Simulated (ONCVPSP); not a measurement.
**W (Z = 74), ONCV: configuration errors across variants**

ONCVPSP 4.0.1 input, shortened (lines: element, Z, core and valence counts, functional; n l f; lmax; l rc ep ncon nbas qcut; lloc lpopt rc5 dvloc0; l nproj debl; icmod fcfact rcfact), PW91, scalar-relativistic:

```
  W 74.00   10    4  -109134      upf
    1    0    2.00
    2    0    2.00
    2    1    6.00
    3    0    2.00
    3    1    6.00
    3    2   10.00
    4    0    2.00
    4    1    6.00
    4    2   10.00
    4    3   14.00
    5    0    2.00
    5    1    6.00
    5    2    4.00
    6    0    2.00
    2
    0    1.60    0.00    4    7    8.90
    1    1.75    0.00    3    6    7.90
    2    2.40    0.00    4    9    7.00
    4    5    1.05    4.00
    0    2    0.30
    1    1    4.00
    2    2    2.20
    1    0.75    0.00
```

All-electron excitation energies from the reference (eV): (1) 5s2 5p6 5d4 6s1 8.947; (2) 5s2 5p6 5d4 6s0 24.695; (3) 5s2 5p6 5d3 6s0 50.153; (4) 5s2 5p6 5d5 6s1 1.540.

1 further variants failed, have other tests or another functional or relativity, and are left out.

Errors AE − PS in meV (a dash: test not solved or not reliable):

```csv
change,(1),(2),(3),(4),bound ghosts,GHOST(+) flags above zero
base,-3.8,-12,-26,-7.2,none,s
"all radii but the core radius scaled by about 1.34 (s 2.14, p 2.34, d 3.20 bohr); local potential polynomial inside 1.40 bohr (lpopt 5, dvloc0 4 Ha)",-5.2,-26,-50,+4.1,none,"p, d"
s: qcut 7.6,-4.0,-13,-27,-7.7,none,s
"local potential polynomial inside 1.25 bohr (lpopt 5, dvloc0 -1 Ha)",-3.8,-12,-26,-7.2,none,s
s: qcut 7.4; p: qcut 6.6; d: qcut 5.8,-3.7,-13,-26,-4.7,none,s
```

Question: Give the same row for: d: ncon 5, nbas 10.

Answer: -3.8, -12, -26, -7.4; bound ghosts: none; GHOST(+) flags above zero: s.
